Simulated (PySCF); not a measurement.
An excited-state job on CH10Sn3.

Method: TDDFT wB97X-D/def2-SVPD, vertical, gas phase, core orbitals frozen in the response, def2 core potentials past Kr (PySCF 2.14.0, density-fitted response routines). Geometry: PBE0-D3(BJ)/def2-SVP. A driver script takes a list of jobs; this job's settings line and coordinates (Å) are shown.

Command:
```bash
OMP_NUM_THREADS=1 python probes_run.py task.json out
```

Input:
```
{"job": {"kind": "uv", "xc": "wB97X-D", "basis": "def2-SVPD", "ip": true, "nstates": 10}, "charge": 0, "multiplicity": 1}
C     -0.385877    -0.095064     0.415482
Sn     1.137999     1.187534     1.251747
Sn    -1.430270     0.855485    -1.219596
Sn     0.404943    -2.025536    -0.144881
H     -1.131128    -0.271890     1.209845
H      0.400856     2.428346     2.178839
H      2.034621     1.883844    -0.034641
H      2.195904     0.271630     2.248221
H     -0.470293     0.735311    -2.636241
H     -1.700027     2.513429    -0.859073
H     -2.933748     0.069001    -1.473730
H     -0.751097    -2.886102    -1.079800
H      1.823059    -1.785948    -1.079181
H      0.785639    -2.923861     1.266249
```

Problem. What does the run print?

Solution. 
```
coarse grid: 53984 points
cycle   1  E = -683.6185175196  dE = -6.817e+01  |g| = 3.971e+00  |ddm| = 1.930e+01
cycle   2  E = -681.7660763810  dE =  1.852e+00  |g| = 4.382e+00  |ddm| = 8.915e+01
cycle   3  E = -686.4820929160  dE = -4.716e+00  |g| = 1.441e+00  |ddm| = 8.986e+01
cycle   4  E = -687.0534129884  dE = -5.713e-01  |g| = 3.418e-01  |ddm| = 2.079e+00
cycle   5  E = -687.0895101758  dE = -3.610e-02  |g| = 4.687e-02  |ddm| = 8.882e-01
cycle   6  E = -687.0903510487  dE = -8.409e-04  |g| = 1.144e-02  |ddm| = 2.460e-01
cycle   7  E = -687.0904074012  dE = -5.635e-05  |g| = 1.331e-03  |ddm| = 4.327e-02
cycle   8  E = -687.0904083755  dE = -9.742e-07  |g| = 5.677e-04  |ddm| = 4.117e-03
final grid: 107064 points
cycle   9  E = -687.0818784501  dE = -1.653e-05  |g| = 2.017e-03  |ddm| = 1.262e-02
cycle  10  E = -687.0818786253  dE = -1.753e-07  |g| = 1.561e-03  |ddm| = 5.942e-03
cycle  11  E = -687.0818791445  dE = -5.192e-07  |g| = 3.482e-04  |ddm| = 2.394e-03
cycle  12  E = -687.0818791775  dE = -3.302e-08  |g| = 3.114e-05  |ddm| = 4.982e-04
cycle  13  E = -687.0818791780  dE = -5.441e-10  |g| = 8.332e-06  |ddm| = 1.069e-04
converged SCF energy = -687.0818791780

Static polarisability (au): isotropic 137.752, principal 115.717 148.738 148.801

Singlet excitations
state   eV       nm        f      main configurations
  1   6.6472    186.5   0.18231   H->L 0.93
  2   6.6511    186.4   0.18328   H-1->L 0.93
  3   7.2806    170.3   0.21116   H-1->L+1 0.82
  4   7.2818    170.3   0.22104   H->L+1 0.82
  5   7.4333    166.8   0.00581   H-1->L+2 0.23, H->L+3 0.22, H-1->L+4 0.16
  6   7.4903    165.5   0.00091   H->L+2 0.21, H-2->L 0.20, H->L+4 0.17
  7   7.5609    164.0   0.04909   H-1->L+4 0.28, H->L+3 0.16, H->L+5 0.13
  8   7.5657    163.9   0.04581   H-1->L+5 0.25, H->L+4 0.18, H-1->L+3 0.15
  9   7.6248    162.6   0.00250   H->L+5 0.23, H-3->L 0.22, H->L+2 0.12
 10   7.6488    162.1   0.02040   H->L+3 0.24, H-1->L+2 0.19, H-1->L+4 0.17

Triplet excitations (Tamm-Dancoff, eV): 6.1057 6.1094 6.8794 6.8868
Vertical ionisation energy (delta-SCF) = 9.5927 eV
```

The SCF starts on a coarse grid where the log names one; the energy can jump when the final grid takes over, and dE then counts from the start density on the new grid. H and L stand for HOMO and LUMO; the number after each pair is its weight.

Problem. How does the lowest singlet excitation compare with the HOMO–LUMO gap?

Solution. HOMO -9.69 eV and LUMO 1.07 eV give a gap of 10.76 eV; S1 at 6.65 eV lies 4.11 eV below it.

Summary of the converged run: HOMO -9.69 eV, LUMO 1.07 eV; lowest singlet 6.65 eV; lowest triplet 6.11 eV (Tamm–Dancoff); mean polarisability 137.8 au.

Atoms past krypton carry effective core potentials; spin–orbit coupling is left out.

Time: 5.9 min wall (with the writing of density and orbital grids); peak memory 1.1 GiB. Hardware: Arm Neoverse N1, one thread, no GPU (shared host).
Labels such as C1 count atoms from 1, the log's own numbers from 0.

The pairwise dispersion term of wB97X-D wasn't added to the energies; at a given geometry it leaves orbitals and properties as they are.
